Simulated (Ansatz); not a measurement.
`BN(CC)[SiH2]Cl` + `OC(F)F` → `CCOC(F)F` + `BN[SiH2]Cl`  (substitution at a C–N bond)

Calculated with Ansatz (gas phase, PBE0-D4/def2-TZVP geometries, no zero-point term in ΔE). CBS: MP2 limit from def2 TZ/QZ plus the TZ coupled-cluster correction, frozen cores. DFT in def2-TZVPP. B3LYP here is the variant with VWN-RPA as its local correlation; programs differ in this. One conformer a species, not always the lowest.

```tsv
level	ΔE (kJ/mol)	difference from CCSD(T)/CBS
PBE-D4	16.3	1.1
r2SCAN-D4	10.3	-4.9
PBE0-D4	15.6	0.4
B3LYP-D4	12.7	-2.5
ωB97X-V	10.6	-4.6
ωB97M-V	12.6	-2.6
B2PLYP	8.2	-7.0
PBE	9.7	-5.5
r2SCAN	8.4	-6.8
PBE0	9.7	-5.5
B3LYP	2.2	-13.0
HF/def2-TZVPP	-5.3	-20.5
MP2/def2-TZVPP	20.3	5.1
SCS-MP2/def2-TZVPP	15.0	-0.2
CCSD/def2-TZVPP	12.5	-2.7
CCSD(T)/def2-TZVPP	15.3	0.1
HF/def2-QZVPP	-5.6	-20.8
MP2/def2-QZVPP	20.1	4.9
SCS-MP2/def2-QZVPP	14.8	-0.4
HF/CBS(def2)	-5.7	-20.9
MP2/CBS(def2)	20.2	5.0
CCSD/CBS(def2)	12.4	-2.8
CCSD(T)/CBS	15.2	0
```

Largest T1 diagnostic among the species: 0.012.

In def2-TZVPP, CCSD(T) changes the Hartree–Fock value by +20.7 kJ/mol (the triples alone add +2.8 kJ/mol) and MP2 by +25.6 kJ/mol. The D4 term adds +10.5 kJ/mol with B3LYP and +5.9 kJ/mol with PBE0; it sums over pairs of atoms, weighted by their polarisabilities, and B3LYP, whose exchange is more repulsive, gets the larger term.
